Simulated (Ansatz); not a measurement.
`N[Si](Cl)(Cl)Cl` → Cl• + `N[Si](Cl)Cl`•  (homolysis of the Cl–Si bond)

Computed with Ansatz on PBE0-D4/def2-TZVP structures; ΔE is electronic, products minus reactants. CCSD(T)/CBS adds triple-zeta CCSD(T) − MP2 to the extrapolated MP2 energy (def2 sets, frozen cores). This one scheme is used for every species, atoms too. DFT in def2-TZVPP. Open shells (•) are unrestricted, without spin–orbit coupling. Spin–orbit coupling would lower the free atoms: a little for Cl. One conformer a species, not always the lowest.

| level | ΔE (eV) |
| --- | --- |
| BLYP-D4 | 4.55 |
| ωB97X-V | 4.92 |
| B2PLYP | 4.69 |
| RPA@PBE/def2-TZVPP | 4.35 |

Problem. What does CCSD(T)/CBS give? (Best estimate.)

Solution. Computed: +4.95 eV. The listed levels differ from it by -0.40, -0.03, -0.26, -0.60 eV.

Largest T1 diagnostic among the species: 0.013.

At CCSD(T), def2-SVP lies −0.42 eV from the extrapolated value and def2-TZVPP −0.18 eV: correlation converges slowly with the basis, and small sets miss more of it in the bonded molecule than in its fragments. From BLYP to BHLYP (50 % exact exchange), in def2-TZVPP and without D4, ΔE moves by +0.18 eV.

CCSD(T)/CBS has its own doubt, a few kJ/mol and more with outer-core shells, so smaller differences from it don't rank the levels.
